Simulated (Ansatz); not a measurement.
CsBr2⁻, relaxed as a singlet with RKS PBE0-D4/def2-TZVPD in Ansatz, starting from the GFN1-xTB geometry. Force threshold 0.02 eV/Å.

In the def2 sets Cs takes a core potential; there is no spin–orbit coupling. The structure comes from a short search, and lower isomers may exist.

Start:

Cartesian coordinates in Å:
```
Cs 0.0045 0.0020 0.0063
Br -3.4695 0.6516 2.5981
Br 3.4650 -0.6536 -2.6043
```

Task: Estimate the energy that the relaxation releases and the steps that it takes.

Result: 88.7 kJ/mol, in 10 steps; 21 s on 4 threads of Arm Neoverse V1 on a shared host. No frequencies were taken in this run, so the end may be a saddle point.

Task: Does the start keep its bonding and symmetry?

Result: By distances, no bond broke or formed. The bond that changes most is Cs1–Br3, from 4.38 to 3.35 Å (atoms count from 1). Point group D∞h at the start, D∞h at the end, both within 0.05 Å.

Task: Predict the relaxed structure.

Result: 
```xyz
3

Cs    0.000    0.000    0.000
Br   -2.653    0.500    1.991
Br    2.654   -0.499   -1.991
```
Bond lengths: 2 × Br–Cs 3.35 Å.
